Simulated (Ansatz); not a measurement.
Calculated with Ansatz (gas phase, PBE0-D4/def2-TZVP geometries, no zero-point term in ΔE). CCSD(T)/CBS is the MP2 limit (def2-TZVPP, def2-QZVPP) plus CCSD(T) − MP2 in def2-TZVPP, frozen cores. This one scheme is used for every species. Each species was taken in one conformer, which may not be the lowest.

Consider the ligand exchange at a B–C bond: `CCB(O)S` + H₂S → `OB(S)S` + ethane.

| species | MP2/def2-TZVPP energy (Eh) |
| --- | --- |
| `CCB(O)S` | -577.93996 |
| H₂S | -398.89878 |
| `OB(S)S` | -897.23159 |
| `CC` | -79.63077 |

(1) Work out ΔE.

Largest T1 diagnostic among the species: 0.013.

## Answers

(1) ΔE = (-897.23159) + (-79.63077) − (-577.93996) − (-398.89878) = -0.02362 Eh = -62.0 kJ/mol. CCSD(T)/CBS gives -57.8 kJ/mol.
